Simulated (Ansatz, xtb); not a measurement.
## Relative energy of two conformers of F2GaH2P

Structure X: `F[PH][GaH][F]`, a singlet. Structure Y: `F[PH][GaH][F]`, a singlet. Both are isolated molecules in the gas phase, relaxed with B3LYP-D3(BJ)/def2-SVP.

X (Å):

```xyz
6

F     0.2423   -1.2043   -2.1556
F    -1.6432    1.0161   -0.3403
Ga   -0.2661    0.2986    0.4952
P     0.7966   -1.4799   -0.6367
H     2.0092   -0.7061   -0.7055
H    -0.0033    0.8781    1.9306
```

Y (Å):

```tsv
atom	x (Å)	y (Å)	z (Å)
F	2.0959	0.2411	0.2114
F	2.3678	-1.7221	-3.9296
Ga	2.8458	-0.6762	-2.5866
P	1.5845	-1.0766	-0.6375
H	0.4356	-0.4833	-1.2701
H	4.0565	0.2749	-2.8770
```

Q: Estimate E(Y) − E(X) at the level CCSD(T)/def2-TZVP.

A: Too close to call at this level: CCSD(T)/def2-TZVP gives E(Y) − E(X) = −4.03 kJ/mol.

Level by level:

```csv
level,geometry,E(Y) − E(X) (kJ/mol),departure from the last row (kJ/mol),"job, with rough time for the two"
B3LYP-D3(BJ)/def2-SVP,B3LYP-D3(BJ)/def2-SVP,−5.21,−1.18,"optimisation, 36 s"
HF/def2-TZVP,B3LYP-D3(BJ)/def2-SVP,−4.56,−0.53,part of the CCSD(T) run
MP2/def2-TZVP,B3LYP-D3(BJ)/def2-SVP,−4.07,−0.04,part of the CCSD(T) run
CCSD(T)/def2-TZVP,B3LYP-D3(BJ)/def2-SVP,−4.03,,"single point, 1.9 min"
```

The largest departure from CCSD(T)/def2-TZVP is that of B3LYP-D3(BJ)/def2-SVP, 1.18 kJ/mol. Levels run at GFN2-xTB geometries aren't shown.

With harmonic frequencies from B3LYP-D3(BJ)/def2-SVP (ideal gas, rigid rotor, one conformer each, 298.15 K, 1 atm): the zero-point term adds −0.19 kJ/mol; ΔH is −4.13 and ΔG −4.09 kJ/mol.

The correlated steps freeze 16 core orbitals; the filled d shell of Ga is correlated, in a basis made for valence electrons. Run with Ansatz 0.2.0; the last row on 2 threads of Arm Neoverse V2 on a shared host.
